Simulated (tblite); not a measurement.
Task: Write Cartesian coordinates for `CC[SiH2]N1[CH]NC=C1` [radical] as optimised with GFN2-xTB. (Doublet state.)

Result: 
```
atom  x, y, z in Å
C1     3.2311   -0.1781   -0.4857
C2     1.8056   -0.5693   -0.1184
Si3    0.5509    0.7472   -0.6706
N4    -1.0081    0.2846   -0.0749
C5    -1.5437   -1.0170   -0.0107
N6    -2.8413   -0.8891    0.5287
C7    -3.1559    0.4487    0.5262
C8    -2.0587    1.1483    0.1889
H9     3.3222   -0.0320   -1.5595
H10    3.5106    0.7522    0.0031
H11    3.9418   -0.9469   -0.1855
H12    1.5730   -1.5274   -0.5862
H13    1.7460   -0.7273    0.9601
H14    0.6235    0.8536   -2.1430
H15    0.7829    2.0691   -0.0786
H16   -0.9135   -1.8000    0.3808
H17   -3.5290   -1.6119    0.3944
H18   -4.1310    0.7972    0.8039
H19   -1.9160    2.2074    0.1347
```

Orientation and origin are arbitrary. Atoms count from 1 in this order. C7 (carbon bonded to C, N and H) is planar (angles 129.7°, 121.6° and 108.7°, sum 359.9°, 0.02 Å off the plane of its three neighbours). Si3 (silicon bonded to C, N and 2 H) is distorted tetrahedral (angles from 104.1° to 114.0°). The C–N distances run from 1.374 Å (N6–C7, drawn single) to 1.411 Å (C5–N6, drawn single), a spread of 0.037 Å. The 2 C–C bonds span 1.344 Å (C7=C8, drawn double) to 1.523 Å (C1–C2, drawn single), a spread of 0.179 Å.

Bonds between heavy atoms (Å): C1–C2 1.523, C2–Si3 1.901, Si3–N4 1.732, N4–C5 1.409, C5–N6 1.411, N6–C7 1.374, C7=C8 1.344, N4–C8 1.385.

The geometry is computed with GFN2-xTB (gas phase). This method treats the open shell by occupation alone, without spin polarisation.

Point group: C1 (no symmetry element, even within 0.4 Å). Its GFN2-xTB frequencies are all real (lowest 30 cm⁻¹). Torsions: C1–C2–Si3–N4 -175°, C2–Si3–N4–C5 -39°.

The run took 0.91 s on an Arm Neoverse V2 with one thread, no GPU (shared host). These figures are those of the optimisation.

One conformer stands for the species.
